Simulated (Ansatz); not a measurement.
Ansatz (a program for electronic structure) input (wB97X-V/def2-TZVP):

Ansatz 0.2 input:
```yaml
crystal:
  periodic: [false, false, false]
  atoms:
    - {symbol: Al, position_ang: [-0.00000000, -0.00000000, -0.73119133]}
    - {symbol: O, position_ang: [0.00000000, 0.00000000, 0.95029607]}
    - {symbol: H, position_ang: [0.00000000, 0.00000000, 1.90311872]}
basis:
  gaussian:
    orbitals: def2-TZVP
hamiltonian:
  xc: {name: wB97X-V}
relax: {f_tol: 0.003, max_steps: 100}
```

Output:

```
Functional definition: wB97X-V
integrals: 0.02 GiB planned
454 factors; their error is unknown
integrals: 0.05 GiB planned
134 factors; integrals over basis functions are off by at most 3.7e-5 eV
mean field: 0.21 GiB planned
mean field evaluation 1: about -8655.0972 eV, gradient 5.5e1 eV
mean field evaluation 2: about -8650.5508 eV, gradient 7.6e1 eV
mean field evaluation 4: about -8660.3490 eV, gradient 7.6e-1 eV
mean field evaluation 8: about -8660.3628 eV, gradient 1.5e-1 eV
mean field evaluation 16: about -8660.3628 eV, gradient 2.5e-5 eV
mean field -8660.36280368 eV, -318.2624628306 hartree, gradient 2.5e-5 eV, S^2 0.000000; 0 other end points of the search recorded, 0 dependent functions left out
the calculation of the forces begins
reference -8660.36280237 eV, -318.2624627824 hartree; 11, 11 occupied and 63, 63 virtual orbitals, 454 factors
relax step   1: F+E_penalty+E_count = -8660.36280368 eV  Δ(F+E_penalty+E_count) = +0.000e0 eV  max|allowed force component| = 9.777e-2 eV/Å  Δτ_max = 0.0000 Å  (26 SCF iters, accepted)
these checks for a lower state are left out or cut short: starts, cluster_reference, orbital_swaps, neighbouring_geometries, increment
integrals: 0.02 GiB planned
454 factors; their error is unknown
integrals: 0.05 GiB planned
134 factors; integrals over basis functions are off by at most 3.7e-5 eV
mean field: 0.21 GiB planned
mean field -8660.36296760 eV, -318.2624688543 hartree, gradient 1.0e-5 eV, S^2 0.000000; 0 other end points of the search recorded, 0 dependent functions left out
the calculation of the forces begins
reference -8660.36296628 eV, -318.2624688061 hartree; 11, 11 occupied and 63, 63 virtual orbitals, 454 factors
relax step   2: F+E_penalty+E_count = -8660.36296760 eV  Δ(F+E_penalty+E_count) = -1.639e-4 eV  max|allowed force component| = 4.871e-2 eV/Å  Δτ_max = 0.0014 Å  (24 SCF iters, accepted)
these checks for a lower state are left out or cut short: starts, cluster_reference, orbital_swaps, neighbouring_geometries, increment
integrals: 0.02 GiB planned
454 factors; their error is unknown
integrals: 0.05 GiB planned
134 factors; integrals over basis functions are off by at most 3.7e-5 eV
mean field: 0.21 GiB planned
mean field -8660.36301427 eV, -318.2624705696 hartree, gradient 2.7e-5 eV, S^2 0.000000; 0 other end points of the search recorded, 0 dependent functions left out
the calculation of the forces begins
reference -8660.36301296 eV, -318.2624705213 hartree; 11, 11 occupied and 63, 63 virtual orbitals, 454 factors
relax step   3: F+E_penalty+E_count = -8660.36301427 eV  Δ(F+E_penalty+E_count) = -4.667e-5 eV  max|allowed force component| = 1.700e-3 eV/Å  Δτ_max = 0.0013 Å  (23 SCF iters, accepted)
integrals: 0.02 GiB planned
454 factors; their error is unknown
integrals: 0.05 GiB planned
134 factors; integrals over basis functions are off by at most 3.7e-5 eV
mean field: 0.21 GiB planned
mean field evaluation 32: about -8660.3630 eV, gradient 2.6e-5 eV
mean field -8660.36301427 eV, -318.2624705696 hartree, gradient 2.6e-5 eV, S^2 0.000000; 1 other end points of the search recorded, 0 dependent functions left out
the calculation of the forces begins
reference -8660.36301296 eV, -318.2624705213 hartree; 11, 11 occupied and 63, 63 virtual orbitals, 454 factors
Total energy: -8660.36301296 eV, -318.2624705213 hartree
Atom 0 at    -0.000000     0.000000    -0.728603 Å, force     0.000000    -0.000000     0.000726 eV/Å
Atom 1 at     0.000000    -0.000000     0.949889 Å, force     0.000000    -0.000000    -0.001700 eV/Å
Atom 2 at     0.000000    -0.000000     1.900938 Å, force     0.000000     0.000000     0.000974 eV/Å
Dipole moment:    -0.000000     0.000000     0.254646 e Å
```
